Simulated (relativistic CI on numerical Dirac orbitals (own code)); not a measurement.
Calculated at this level of theory: Dirac-Coulomb-Breit CI, orbitals from a KLI potential per configuration, a model potential for QED, unscaled Slater integrals (own radial code, finite nucleus).

The strongest absorption lines from the ground level of an ion, among the configurations computed and to levels below about 4300 eV (vacuum wavelength in Å, gf): 2.9238 (0.11), 3.0723 (0.31), 3.1842 (0.54), 3.7606 (0.32), 3.8070 (0.12), 3.9317 (1.6), 4.1038 (2), 4.4407 (0.14).

Which ion is it?
A. Rh35+
B. Y29+
C. Rh37+
D. Rh33+

A. Rh35+ has 10 electrons and the ground level 2s2 2p6 1S_0; the strongest line goes to 2s2 2p5 3d 1P°_1. The pattern of lines fixes the number of electrons, and along that sequence the line energies rise steadily with the charge (about as its square where n changes within one kind of shell, about linearly where n is kept but much faster in heavy ions where fine structure, which grows about as Z⁴, sets the gap, and irregularly where shells cross), which fixes Z. Configurations outside the model, such as inner-shell arrays, can give stronger lines. At this charge energies of transitions that change n are usually good to better than 1 %, and those within a shell (Δn = 0) to a few per cent.

LS names give the leading component of a level, which can be under half, so a name can repeat, a term be missing and a line seem to break the LS rules.
